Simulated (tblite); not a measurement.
C6H9N2 (doublet state).
Atom-mapped SMILES: `[NH2:1][C:2]1[CH:3]=[C:4]([NH2:5])[CH:6]=[CH:7][CH2:8]1` (hydrogens: H9, H10 on N1; H11 on C3; H12, H13 on N5; H14 on C6; H15 on C7; H16, H17 on C8)

Structure optimised with GFN2-xTB, isolated species. This method treats the open shell by occupation alone, without spin polarisation.

Problem. What internal coordinates does the optimisation give?

Solution. 
```tsv
bond	length (bohr)
N1–C2	2.624
C2–C3	2.570
C3=C4	2.664
C4–N5	2.632
C4–C6	2.659
C6=C7	2.561
C7–C8	2.824
C2–C8	2.833
N1–H9, N1–H10	1.907
C3–H11	2.046
N5–H12, N5–H13	1.907
C6–H14	2.044
C7–H15	2.039
C8–H16, C8–H17	2.086
```

Bonds in one row agree within 0.02 bohr and their mean is given. A selection of angles:
```tsv
angle	degrees
N1–C2–C3	122.1
N1–C2–C8	115.6
C3–C2–C8	122.2
C2–C3–C4	121.8
C3–C4–N5	120.2
C3–C4–C6	119.0
N5–C4–C6	120.7
C4–C6–C7	121.8
C6–C7–C8	122.7
C2–C8–C7	112.4
H9–N1–C2	115.1
H10–N1–C2	115.4
H12–N5–C4	114.8
H13–N5–C4	114.6
```

Torsions: N1–C2–C3–C4 -176° (antiperiplanar); C2–C3–C4–N5 -177° (antiperiplanar); C3–C4–C6–C7 1° (synperiplanar); C4–C6–C7–C8 1° (synperiplanar); C6–C7–C8–C2 -2° (synperiplanar); N1–C2–C8–C7 178° (antiperiplanar). The mirror-image conformer, all signs reversed, is as good.

N5 (nitrogen bonded to C and 2 H) is pyramidal (angles 114.8°, 114.6° and 113.1°, sum 342.6°, 0.27 Å off the plane of its three neighbours). C4 (carbon bonded to 2 C and N) is planar (angles 120.7°, 120.2° and 119.0°, sum 359.8°, 0.03 Å off the plane of its three neighbours). Of the pairs four or more bonds apart, H13···H14 is among the closest relative to their van der Waals radii: 2.39 Å, 99 % of the sum of Bondi's values. N1 (nitrogen bonded to C and 2 H) is pyramidal (angles 115.4°, 115.1° and 113.3°, sum 343.8°, 0.26 Å off the plane of its three neighbours). C7 (carbon bonded to 2 C and H) is planar (angles 122.7°, 120.8° and 116.6°, sum 360.0°, 0.00 Å off the plane of its three neighbours). The 6-membered ring C2–C3–C4–C6–C7–C8 has internal angles of 112.4° to 122.7°; it is planar, 0.01 Å rms from its mean plane, widest ring torsion 2°. The 8 heavy atoms lie in one plane (0.018 Å rms).

Its GFN2-xTB frequencies are all real (lowest 98 cm⁻¹).

These are computed values.
